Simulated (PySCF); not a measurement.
# Frontier orbitals and the lowest excitations

Compound: C₅H₄FS (charge +1).
Cartesian coordinates in Å at the GFN2-xTB level; atoms count from 1:
```
atom  x, y, z in Å
F1    -0.0978    2.4184   -0.1820
C2    -0.0447    1.1122   -0.0851
C3    -1.2496    0.4094    0.0166
C4    -1.2851   -0.9546    0.1203
S5     0.0802   -1.9595    0.1429
C6     1.3597   -0.8553    0.0092
C7     1.2134    0.5017   -0.0892
H8    -2.1719    0.9764    0.0116
H9    -2.2290   -1.4770    0.1966
H10    2.3432   -1.3049    0.0061
H11    2.0869    1.1359   -0.1728
```

Computed with PySCF 2.14.0, density-fitted response routines, TDDFT wB97X-D/def2-SVPD, vertical, gas phase, core orbitals frozen in the response.

Frontier orbitals with the atoms that hold most of them (Löwdin shares over 4%, at most four atoms; ? is withheld):

```csv
orbital,ε (eV),atoms
LUMO+2,-2.62,"S5 63%, C4 12%, C6 12%"
LUMO+1,-5.04,"C3 21%, C7 21%, C4 18%, C6 18%"
LUMO,-6.35,?
HOMO,-15.64,?
HOMO-1,-15.95,"C4 23%, C6 23%, C3 19%, C7 19%"
HOMO-2,-17.80,"F1 16%, C2 13%, C3 13%, C7 13%"
HOMO-3,-17.83,"S5 57%, C6 11%, C4 11%, C7 7%"
```

Problem. Give the leading atoms of the LUMO.

Solution. S5 (bonded to 2 C) 24%; C2 (bonded to 2 C and F) 20%; C6 (bonded to C, S and H) 18%; C4 (bonded to C, S and H) 18%. By element: carbon 56% or more, sulfur 24%.

Problem. Give the leading atoms of the HOMO.

Solution. S5 (bonded to 2 C) 31%; C2 (bonded to 2 C and F) 17%; F1 (bonded to C) 13%; C7 (bonded to 2 C and H) 12%. By element: sulfur 31%, carbon 29% or more, fluorine 13%.

Problem. The HOMO–LUMO gap is 9.30 eV. Where does the response calculation put the lowest singlet, and from which orbitals?

Solution. S1 is at 5.16 eV (f = 0.034), 4.13 eV below the gap, made of HOMO-1→LUMO (79%), HOMO→LUMO+1 (20%). Its leading pair isn't HOMO and LUMO; the energies of that pair differ by 9.60 eV. 

Problem. One configuration dominates each of S1, S2, S3, S5, S6 and S7. Which, and how do the shares of the two leading atoms of either orbital change from the occupied to the empty one?

Solution. 
- S1 (5.16 eV, f 0.034), HOMO-1→LUMO (79%): C4 23% → 18%, C6 23% → 18%, S5 at most 16% → 24%, C2 at most 16% → 20%
- S2 (5.41 eV, f 0.131), HOMO→LUMO (88%): S5 31% → 24%, C2 17% → 20%
- S3 (6.37 eV, f 0.0000), HOMO-2→LUMO (98%): F1 16% → at most 18%, C2 13% → 20%, S5 at most 13% → 24%
- S5 (6.55 eV, f 0.242), HOMO→LUMO+1 (77%): S5 31% → at most 19%, C2 17% → at most 19%, C3 at most 13% → 21%, C7 12% → 21%
- S6 (7.20 eV, f 0.474), HOMO-1→LUMO+1 (86%): C4 23% → 18%, C6 23% → 18%, C3 19% → 21%, C7 19% → 21%
- S7 (7.66 eV, f 0.0039), HOMO-2→LUMO+1 (97%): F1 16% → at most 19%, C2 13% → at most 19%, C3 13% → 21%, C7 13% → 21%

Time: 28 s. Hardware: one thread, Arm Neoverse V1 (shared host).
